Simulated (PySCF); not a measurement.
C₅H₇F, SMILES F/C=C\C1CC1. Atoms are numbered in the order given.

```xyz
13

F      0.7241     2.2497     0.0000
C     -0.5185     1.7350     0.0000
C     -0.7441     0.4211     0.0000
C      0.3021    -0.6211     0.0000
C      0.0757    -1.9194     0.7501
C      0.0757    -1.9194    -0.7501
H     -1.2924     2.5069     0.0000
H     -1.7910     0.1018     0.0000
H      1.3236    -0.2327     0.0000
H      0.9292    -2.3567     1.2752
H     -0.8800    -2.0435     1.2678
H     -0.8800    -2.0435    -1.2678
H      0.9292    -2.3567    -1.2752
```

Geometry: B3LYP-D3(BJ)/def2-SVP. The structure was generated by enumeration; whether it is a known compound was not checked. The values are those of a single conformer.

These are PySCF with CAM-B3LYP/def2-TZVP values and carry that method's errors.

ESP charges are fitted to the potential on shells at 1.4 to 2.0 van der Waals radii. Atomic charges (e):

```tsv
atom	ESP fit	IAO	Mulliken	Löwdin
F1	-0.15	-0.29	-0.21	0.15
C2	0.05	0.13	0.05	-0.29
C3	-0.52	[?]	-0.19	-0.18
C4	0.27	[?]	-0.04	-0.21
C5	-0.35	-0.28	-0.23	-0.22
C6	-0.35	-0.28	-0.23	-0.22
H7	0.14	0.15	0.12	0.13
H8	0.24	0.15	0.12	0.16
H9	0.08	[?]	0.12	0.15
H10	0.14	[?]	0.12	0.13
H11	0.16	[?]	0.11	0.13
H12	0.16	[?]	0.11	0.13
H13	0.14	[?]	0.12	0.13
```

Q: Fill in the missing entries. (Estimate from the structure and the level; the computed values follow.)

A: 
- C3, IAO: -0.19
- C4, IAO: -0.13
- H9, IAO: 0.15
- H10, IAO: 0.15
- H11, IAO: 0.14
- H12, IAO: 0.14
- H13, IAO: 0.15

Q: Give the Mayer and Wiberg (Löwdin basis) orders of the bonds. (An estimate is asked for; the answer gives what the named calculation found.)

A: 
```tsv
bond	Mayer	Wiberg
F1–C2	1.04	1.73
C2–C3	1.88	2.08
C3–C4	0.96	1.22
C4–C5	0.91	1.19
C4–C6	0.91	1.19
C5–C6	0.93	1.29
C2–H7	0.99	0.88
C3–H8	0.93	0.81
C4–H9	0.97	0.81
C5–H10	0.98	0.88
C5–H11	0.97	0.87
C6–H12	0.97	0.87
C6–H13	0.98	0.88
```
